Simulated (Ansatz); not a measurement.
The cluster Ba4Te3⁺: single points at one geometry.

```yaml
crystal:
  periodic: [false, false, false]
  atoms:
    - {symbol: Ba, position_ang: [-2.109925, -2.104105, 1.876374]}
    - {symbol: Ba, position_ang: [-0.583694, 1.626238, -3.119219]}
    - {symbol: Ba, position_ang: [1.794297, -1.273073, -0.617150]}
    - {symbol: Ba, position_ang: [-0.315443, 1.619495, 1.500092]}
    - {symbol: Te, position_ang: [1.813693, 2.040366, -1.087500]}
    - {symbol: Te, position_ang: [0.964990, -1.252652, 2.522950]}
    - {symbol: Te, position_ang: [-1.563919, -0.656288, -1.075537]}
basis:
  gaussian: {orbitals: def2-TZVP, initial_orbitals: start.molden}
total_charge: 1
magnetization: {spin_polarized: true, initial_magnetization: 1}
hamiltonian: {xc: pbe, dispersion: d4}
scf: {omitted_lower_state_checks: [starts]}
output: {forces: true, orbitals: {seedname: orbitals}}
```

The file start.molden holds the orbitals of an earlier run on this structure, at another level or in another basis.

```sh
$ ansatz run in.yaml --threads 4 --pin off --events-out ev --progress --plain --max-ram 6963MiB
```

Shortened log:

```
Functional definition: PBE
2306 factors; their error is unknown
mean field evaluation 1: about -24663.2793 eV, gradient 6.0e0 eV
mean field evaluation 2: about -24663.4468 eV, gradient 2.2e-1 eV
mean field evaluation 4: about -24663.0935 eV, gradient 7.0e-2 eV
mean field evaluation 8: about -24663.0935 eV, gradient 8.3e-5 eV
mean field -24663.09354446 eV, -906.3519705135 hartree, gradient 3.4e-5 eV, S^2 0.752050; 0 other end points of the search recorded, 0 dependent functions left out
reference -24663.09363135 eV, -906.3519737069 hartree; 56, 55 occupied and 254, 255 virtual orbitals, 2306 factors
Total energy: -24663.61689354 eV, -906.3712032376 hartree
Atom 0 at    -2.109925    -2.104105     1.876374 Å, force     0.139187     0.048030    -0.116471 eV/Å
Atom 1 at    -0.583694     1.626238    -3.119219 Å, force     0.027788    -0.041649     0.059566 eV/Å
Atom 2 at     1.794297    -1.273073    -0.617150 Å, force    -0.063792     0.082510    -0.043564 eV/Å
Atom 3 at    -0.315443     1.619495     1.500092 Å, force     0.092327    -0.032898    -0.134287 eV/Å
Atom 4 at     1.813693     2.040366    -1.087500 Å, force    -0.053394    -0.055588     0.089672 eV/Å
Atom 5 at     0.964990    -1.252652     2.522950 Å, force    -0.130326     0.025268    -0.006567 eV/Å
Atom 6 at    -1.563919    -0.656288    -1.075537 Å, force    -0.011790    -0.025673     0.151651 eV/Å
Dipole moment:    -1.221558    -0.119679    -1.007698 e Å
Checks for a lower state left out: starts
```

Run time 23 s (4 threads of Arm Neoverse V2 on a shared host), peak host memory 0.87 GiB.

As the first input, with `hamiltonian: {xc: pbe0, dispersion: d4}`, `output: {orbitals: {seedname: orbitals}}` (abridged; 55 s):

```
Functional definition: PBE0
mean field -24662.67249134 eV, -906.3364970969 hartree, gradient 1.8e-5 eV, S^2 0.752215
Total energy: -24663.13952506 eV, -906.3536602696 hartree
Checks for a lower state left out: starts
```

The first input with `hamiltonian: {xc: r2scan, dispersion: d4}`, `output: {orbitals: {seedname: orbitals}}` (abridged; 55 s):

```
Functional definition: r2SCAN
mean field -24671.84229303 eV, -906.6734810935 hartree, gradient 2.4e-5 eV, S^2 0.752846
Total energy: -24671.93650779 eV, -906.6769434220 hartree
Checks for a lower state left out: starts
```

Geometry: PBE0-D4/def2-SVP.

In the def2 sets Ba, Te take a core potential; there is no spin–orbit coupling. Another isomer (doublet) lies 0.39 eV lower at PBE0-D4/def2-TZVP; other spin states weren't run for this one.
